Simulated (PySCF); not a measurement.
**A thermochemical cycle for CsTe**

CCSD(T) in PySCF with def2-SVP on every atom (core potentials on Te, Cs), for the lowest determinant that a PBE0 search found; no spin–orbit coupling. CsTe, a doublet (π ↑), has De = 1.85 eV to neutral atoms, and CsTe⁺, a triplet (π ↑↑), has De = 0.31 eV to Cs⁺ + Te.

The adiabatic ionisation energy of CsTe, between the minima, is 5.32 eV.

Question: Which ionisation energy of the Cs atom does this level give?

Answer: IE(Cs) = IE(molecule) + De(ion) − De(neutral) = 5.32 + 0.31 − 1.85 = 3.78 eV; the measured value is 3.894 eV (NIST ASD).

Correlated steps freeze 4 core orbitals. Weak bonds: CsTe⁺. Basis-set superposition, not corrected here, can be much of De in a small basis, most of all at correlated wavefunction levels. Spin–orbit coupling is left out, which matters for elements this heavy, above all for dissociation energies. For an ion De counts to the pair picked by the measured ionisation energies or electron affinities, which need not be the lowest pair at this level. States were picked by a PBE0 search and need not be the measured ground states.
